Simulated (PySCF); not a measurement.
Disilylmethane, SMILES [SiH3]C[SiH3] (CH₈Si₂), PBE0/def2-SVP optimised geometry.

```
11

Si    -0.58    -1.69     1.64
C     -1.08     0.12     1.50
Si    -0.43     1.04     0.00
H     -1.15    -2.32     2.87
H     -1.07    -2.46     0.45
H      0.91    -1.82     1.69
H     -0.75     0.64     2.41
H     -2.19     0.17     1.50
H     -0.90     0.39    -1.26
H      1.07     1.04     0.00
H     -0.90     2.46     0.00
```

Density from PBE0/def2-TZVP in PySCF 2.14.0 at that geometry.

Minimum of the electron density along straight lines between bonded atoms, close to the bond critical point (lines longer than 1.1 times the sum of covalent radii, or with two minima, are not listed):

```json
[
 {"bond": "Si1–C2", "length / Å": "1.883", "ρ at the minimum / e bohr⁻³": "0.116", "∇²ρ there / e bohr⁻⁵": "0.18", "position (fraction from the first atom)": "0.39"},
 {"bond": "C2–Si3", "length / Å": "1.883", "ρ at the minimum / e bohr⁻³": "0.116", "∇²ρ there / e bohr⁻⁵": "0.18", "position (fraction from the first atom)": "0.61"},
 {"bond": "Si1–H4", "length / Å": "1.496", "ρ at the minimum / e bohr⁻³": "0.118", "∇²ρ there / e bohr⁻⁵": "0.15", "position (fraction from the first atom)": "0.49"},
 {"bond": "Si1–H5", "length / Å": "1.496", "ρ at the minimum / e bohr⁻³": "0.119", "∇²ρ there / e bohr⁻⁵": "0.15", "position (fraction from the first atom)": "0.49"},
 {"bond": "Si1–H6", "length / Å": "1.496", "ρ at the minimum / e bohr⁻³": "0.119", "∇²ρ there / e bohr⁻⁵": "0.15", "position (fraction from the first atom)": "0.49"},
 {"bond": "C2–H7", "length / Å": "1.104", "ρ at the minimum / e bohr⁻³": "0.262", "∇²ρ there / e bohr⁻⁵": "-0.83", "position (fraction from the first atom)": "0.64"},
 {"bond": "C2–H8", "length / Å": "1.104", "ρ at the minimum / e bohr⁻³": "0.262", "∇²ρ there / e bohr⁻⁵": "-0.84", "position (fraction from the first atom)": "0.64"},
 {"bond": "Si3–H9", "length / Å": "1.496", "ρ at the minimum / e bohr⁻³": "0.119", "∇²ρ there / e bohr⁻⁵": "0.15", "position (fraction from the first atom)": "0.49"},
 {"bond": "Si3–H10", "length / Å": "1.496", "ρ at the minimum / e bohr⁻³": "0.119", "∇²ρ there / e bohr⁻⁵": "0.15", "position (fraction from the first atom)": "0.49"},
 {"bond": "Si3–H11", "length / Å": "1.496", "ρ at the minimum / e bohr⁻³": "0.118", "∇²ρ there / e bohr⁻⁵": "0.15", "position (fraction from the first atom)": "0.49"}
]
```
